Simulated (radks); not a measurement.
Task: Br2+, configuration [Ar] 3d8 4s2 4p5 (not the ground configuration). All-electron calculation, scalar-relativistic Kohn-Sham, PBE, spin-polarised, spherical densities, finite nucleus; open shells are filled with parallel spins first; Fermi nuclear charge, rms radius 4.1629 fm. Program: a radial shooting solver on a logarithmic mesh with Libxc functionals. Some entries of the table are withheld. Estimate them.

orbital  occ.  eigenvalue (hartree)  <1/r> (bohr^-1)  <r^2> (bohr^2)
1s up       1             -491.5415            35.66        0.002461
1s down     1             -491.5374            35.66        0.002461
2s up       1             -65.96589            7.895         0.04237
2s down     1             -65.88047            7.901         0.04230
2p up       3             -58.43323            7.725         0.03352
2p down     3             -58.36744            7.731         0.03346
3s up       1             -10.70789            2.646          0.3365
3s down     1             -10.57930            2.638          0.3379
3p up       3              -8.31841              (1)          0.3528
3p down     3              -8.18989              (2)          0.3548
3d up       5              -4.39220            2.257          0.3728
3d down     3              -4.25604            2.247          0.3781
4s up       1              -1.79101              (3)           2.476
4s down     1              -1.73786              (4)           2.514
4p up       3              -1.22814           0.7859           3.243
4p down     2              -1.18137           0.7765           3.326

Result: 
(1) 3p up <1/r> (bohr^-1): 2.503
(2) 3p down <1/r> (bohr^-1): 2.495
(3) 4s up <1/r> (bohr^-1): 0.9067
(4) 4s down <1/r> (bohr^-1): 0.8998
